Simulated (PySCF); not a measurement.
# Electronic structure of Ga (gallium, neutral) at the PBE0 level

Configuration: [Ar] 3d10 4s1 4p1 5s1, high-spin 4P determinant (an excited configuration). Calculation: PySCF 2.14, in aug-cc-pVTZ-PP with one added diffuse shell each of s, d, f type with ECP10MDF (7s5p5d3f, 68 functions); a scalar-relativistic core potential.

```
Total energy                                                  : -259.0945 hartree
One-electron energy                                           : -458.5136 hartree
Hartree (Coulomb) energy                                      : 222.0859 hartree
Exchange-correlation energy                                   : -22.6669 hartree
⟨S²⟩                                                          : 3.7510
⟨L²⟩                                                          : 2.062
Sum of ⟨r⟩                                                    : 25.35 bohr
Sum of ⟨r²⟩                                                   : 81.11 bohr²
Traceless quadrupole moment −½Σ⟨3z² − r²⟩ along its main axis : 0.754 e·bohr²
```

```
shell  electrons  mean orbital energy (hartree)  spread (hartree)  rms radius, mean of both spins (bohr)
 3s α          1                       -5.92491                 0                                  0.703
 3s β          1                       -5.91673                 0                                  0.703
 3p α          3                       -4.07929           0.01122                                  0.740
 3p β          3                       -4.07287           0.01603                                  0.740
 3d α          5                       -1.05156           0.01268                                  0.900
 3d β          5                       -1.04075           0.01741                                  0.900
 4s α          1                       -0.55003                 0                                   2.36
 4p α          1                       -0.27513                 0                                   3.07
 5s α          1                       -0.08237                 0                                   7.33
```

Energies and moments cover only the electrons outside the core potential. The outer electron is Rydberg-like, and this basis confines it to a smaller radius and binds it less than a complete one would.
